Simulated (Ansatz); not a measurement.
Relaxation of CH₃AlBF (7 atoms, charge 0, multiplicity 1), to a largest force component of 0.02 eV/Å in at most 50 steps.

All numbers below come from Ansatz 0.2.0, RKS PBE-D4/def2-SVPD.

```xyz
7
Properties=species:S:1:pos:R:3:forces:R:3
B -1.153 1.108 -0.148 -0.30 -3.17 -2.16
C 0.027 0.828 0.501 -1.08 0.24 -0.61
Al 0.678 -0.935 -0.078 0.10 1.95 1.26
F -0.069 -1.913 -1.181 -0.83 -0.36 -0.81
H -2.125 1.237 -0.746 -1.09 0.29 -0.59
H -0.875 1.981 0.580 2.52 1.28 2.58
H 1.955 -1.604 0.429 0.69 -0.24 0.34
```

Where does it end, and by what steps?

It converged. After 12 steps the energy has fallen by 2.699 eV; H6 moved furthest, 1.36 Å. Parted: B1–H6. Joined: C2–H6.

```csv
step,energy less start (eV),largest force component (eV/Å),accepted
0,0.0000,3.167,yes
1,-0.8247,2.279,yes
2,-1.5399,1.411,yes
3,-1.9611,1.157,yes
4,-2.1305,2.123,yes
5,-2.4036,1.291,yes
6,-2.5676,0.822,yes
7,-2.6095,1.242,yes
8,-2.6379,1.873,yes
9,-2.6933,0.237,yes
10,-2.6930,0.219,no
11,-2.6991,0.057,yes
12,-2.6994,0.008,yes
```

```xyz
7
Properties=species:S:1:pos:R:3
B -1.384 0.996 -0.378
C -0.257 0.980 0.410
Al 0.523 -0.728 -0.058
F -0.291 -1.683 -1.211
H -2.313 0.871 -1.111
H 0.292 1.568 1.151
H 1.867 -1.304 0.554
```

Time of the run: 25 s on 2 threads of Arm Neoverse V1, on a shared host, peak memory 0.15 GiB.
